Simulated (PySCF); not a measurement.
Excitations are Tamm–Dancoff values on a coarser integration grid. The basis has no diffuse functions, so Rydberg states are missing or too high.

Cartesian coordinates (Å):
SMILES: S=c1c(=S)cc1
```xyz
8

S      2.6079    -0.1126     0.0264
C      1.0044    -0.0852     0.0089
C     -0.1008    -1.0632    -0.0348
C     -1.0638    -0.0987    -0.0154
C     -0.0832     1.0041     0.0308
S     -0.1076     2.6070     0.0814
H     -0.1130    -2.1427    -0.0689
H     -2.1438    -0.1088    -0.0283
```
Charge 0, spin multiplicity 1.

What total energy, dipole moment, T1 excitation (TDA), S1–T1 gap (TDA) and HOMO–LUMO gap does TPSSh-D3(BJ)/def2-TZVP // B3LYP-D3(BJ)/def2-TZVP (PySCF) give?


```
Quantity                    Value
-------------------  ------------
total energy         -950.0567 Ha
dipole moment              3.91 D
T1 excitation (TDA)       1.67 eV
S1–T1 gap (TDA)           0.38 eV
HOMO–LUMO gap             2.57 eV
```
